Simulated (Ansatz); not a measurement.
`[SiH3][CH2][AlH][CH2]Cl` and `C=[CH][AlH][CH2][SiH3]` differ in one atom or group.

Ansatz, PBE0-D4/def2-TZVP geometries, multiplicity 1. Each molecule was computed in one conformer, which needn't be the lowest.

```
                                          property  `[SiH3][CH2][AlH][CH2]Cl`
             LUMO energy (ωB97M-V/def2-TZVPP) / eV                       0.95
               LUMO energy (B3LYP/def2-TZVPP) / eV                      -0.91
               HOMO–LUMO gap (PBE/def2-TZVPP) / eV                       5.10
size of the dipole moment (ωB97M-V/def2-TZVPP) / D                       0.90
           HOMO–LUMO gap (ωB97M-V/def2-TZVPP) / eV                      11.07
               HOMO energy (B3LYP/def2-TZVPP) / eV                      -7.70
```

What does the change do to each property? (An estimate is asked.)

Computed: 
```tsv
property	`C=[CH][AlH][CH2][SiH3]`	shift
LUMO energy (ωB97M-V/def2-TZVPP) / eV	0.21	-0.74
LUMO energy (B3LYP/def2-TZVPP) / eV	-1.71	-0.80
HOMO–LUMO gap (PBE/def2-TZVPP) / eV	4.27	-0.83
size of the dipole moment (ωB97M-V/def2-TZVPP) / D	1.13	0.23
HOMO–LUMO gap (ωB97M-V/def2-TZVPP) / eV	10.25	-0.82
HOMO energy (B3LYP/def2-TZVPP) / eV	-7.64	0.06
```

With PBE0 the HOMO rises by 0.06 eV and the LUMO falls by 0.83 eV, so the gap narrows by about 0.89 eV. PBE moves the HOMO by 0.05 eV and ωB97M-V by 0.07 eV. Dipoles are sizes alone; their direction can turn.

B3LYP here is the variant with VWN-RPA as its local correlation; programs differ in this.
